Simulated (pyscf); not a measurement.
Optimised with ωB97X-D3(BJ)/def2-SVP in PySCF.

### Question
What is the homolytic dissociation enthalpy (298 K, ωB97M-D3(BJ)/def2-TZVP) of the O–Zr bond of `[OH][Zr]([F])([F])[O][SiH3]`, to [HO–Zr(F)–F]• + •O–SiH₃?

### Answer
O–Zr to [HO–Zr(F)–F]• + •O–SiH₃: 5.69 eV. The 7 functionals that were run give +5.54 (PBE) to +5.88 eV (ωB97X-D3(BJ)). The radicals are drawn with the spin at the cut bond; how far it spreads was not checked. •O–SiH₃ lies 1.08 eV over its isomer HO–SiH₂•, and others may lie lower still (electronic energy, ωB97M-D3(BJ)). Other isomers of [HO–Zr(F)–F]• were not searched in full and may lie lower. Open-shell species with a d-block atom are single-reference here; other states, and whether the spin sits on metal or ligand, were not checked. Elements past Kr carry the def2 core potentials, without spin-orbit coupling.
